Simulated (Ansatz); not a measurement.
W5O21H12 was relaxed with PBE-D4 (def2-SVP) in Ansatz in these states: charge -1 doublet, neutral singlet. The geometries follow in no particular order.

In the def2 sets W takes a core potential; there is no spin–orbit coupling. Single mean-field runs in def2-SVP are fitted with def2-universal-jkfit.

A:

```tsv
atom	x (Å)	y (Å)	z (Å)
W1	0.682	-0.370	-0.669
W2	0.654	1.023	2.720
W3	-2.798	0.660	-0.446
W4	4.221	-1.146	-0.455
W5	-1.858	-1.066	-3.008
O6	-0.805	2.037	2.140
O7	-0.091	0.620	4.440
O8	-4.659	1.102	-0.854
O9	-2.818	-0.268	1.041
O10	1.131	0.635	0.961
O11	3.841	-0.454	1.114
O12	4.883	0.136	-1.756
O13	2.127	-0.123	3.157
O14	1.649	2.582	3.167
O15	-0.631	-0.854	2.384
O16	-2.409	0.990	-2.623
O17	-2.259	-0.294	-4.773
O18	-2.940	-1.176	-1.528
O19	-0.850	0.723	-0.663
O20	-2.620	2.498	0.279
O21	3.175	-2.713	-0.752
O22	5.758	-1.920	-0.231
O23	2.324	-0.129	-1.348
O24	-2.073	-2.659	-3.660
O25	0.565	-1.930	0.155
O26	-0.093	-1.035	-2.444
H27	-1.449	2.339	1.412
H28	-0.453	-0.278	4.563
H29	-5.125	0.453	-1.416
H30	-1.535	-0.655	1.956
H31	5.851	0.072	-1.856
H32	2.788	-0.347	2.430
H33	2.555	2.387	3.478
H34	-0.207	-1.486	1.739
H35	-3.011	1.425	-3.253
H36	-2.273	-1.011	-5.437
H37	-3.468	2.922	0.521
H38	2.220	-2.694	-0.487
```

B:

```xyz
38

W    -0.343    0.188   -0.981
W     2.555    1.303    0.978
W    -1.684   -0.444    2.465
W     1.545    0.581   -4.190
W    -3.154   -1.708   -0.191
O     1.158    1.676    2.219
O     3.769    0.654    2.268
O    -2.808   -1.497    3.609
O    -0.135   -1.178    2.842
O     1.085    1.249   -0.264
O     2.598    0.979   -2.829
O     0.530    2.052   -4.874
O     3.526    0.768   -0.511
O     3.136    3.089    0.928
O     1.956   -0.894    1.236
O    -3.471   -0.087    1.343
O    -5.071   -1.606    0.053
O    -2.021   -2.170    1.150
O    -1.024    0.432    0.912
O    -1.748    1.070    3.587
O     0.835   -1.162   -4.012
O     2.612    0.351   -5.520
O    -0.288    0.981   -2.553
O    -3.211   -3.147   -1.138
O     0.529   -1.320   -1.165
O    -2.200   -0.505   -1.245
H     0.218    1.650    1.921
H     3.860   -0.287    2.510
H    -2.946   -2.454    3.485
H     1.212   -1.064    1.908
H     0.785    2.401   -5.749
H     3.202    0.797   -1.509
H     3.821    3.378    0.294
H     1.656   -1.338    0.402
H    -4.329   -0.188    1.800
H    -5.578   -2.272   -0.453
H    -1.210    1.237    4.382
H     0.635   -1.515   -3.110
```

Q: Judge from the bond lengths which geometry belongs to which state (an estimate).

A: A is the charge -1 doublet (W4–O23 2.331 Å, W1–O19 1.882 Å, W1–W3 3.636 Å); B is the neutral singlet (W4–O23 2.490 Å, W1–O19 2.027 Å, W1–W3 3.752 Å).
